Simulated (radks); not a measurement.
Ga III, 29 electrons, occupied as [Ar] 3d10 4s1. Method: Dirac Kohn-Sham, Wu-Cohen GGA, spin-unpolarised, spherical densities, finite nucleus; Fermi nuclear charge, rms radius 3.9973 fm; computed with a radial shooting solver on a logarithmic mesh with Libxc functionals.

Unscreened Slater integrals over Kohn-Sham orbitals (hartree). Large and small components are both included.

\begin{tabular}{lr}
integral & value \\ \hline
F0(4s1/2,4s1/2) & 0.43653 \\
F0(4s1/2,3d5/2) & 0.55155 \\
G2(4s1/2,3d5/2) & 0.060968 \\
F0(4s1/2,3d3/2) & 0.55200 \\
G2(4s1/2,3d3/2) & 0.060096 \\
F0(4s1/2,3p3/2) & 0.56068 \\
G1(4s1/2,3p3/2) & 0.035299 \\
F0(3d5/2,3d5/2) & 1.1625 \\
F2(3d5/2,3d5/2) & 0.53512 \\
F4(3d5/2,3d5/2) & 0.33238 \\
F0(3d5/2,3d3/2) & 1.1666 \\
F2(3d5/2,3d3/2) & 0.53702 \\
G2(3d5/2,3d3/2) & 0.53632 \\
G4(3d5/2,3d3/2) & 0.33316 \\
F0(3d5/2,3p3/2) & 1.2341 \\
F2(3d5/2,3p3/2) & 0.58034 \\
G1(3d5/2,3p3/2) & 0.71414 \\
G3(3d5/2,3p3/2) & 0.43400 \\
F0(3d3/2,3d3/2) & 1.1707 \\
F2(3d3/2,3d3/2) & 0.53895 \\
F0(3d3/2,3p3/2) & 1.2386 \\
F2(3d3/2,3p3/2) & 0.58245 \\
G1(3d3/2,3p3/2) & 0.71604 \\
G3(3d3/2,3p3/2) & 0.43528 \\
F0(3p3/2,3p3/2) & 1.3243 \\
F2(3p3/2,3p3/2) & 0.66023 \\
\end{tabular}
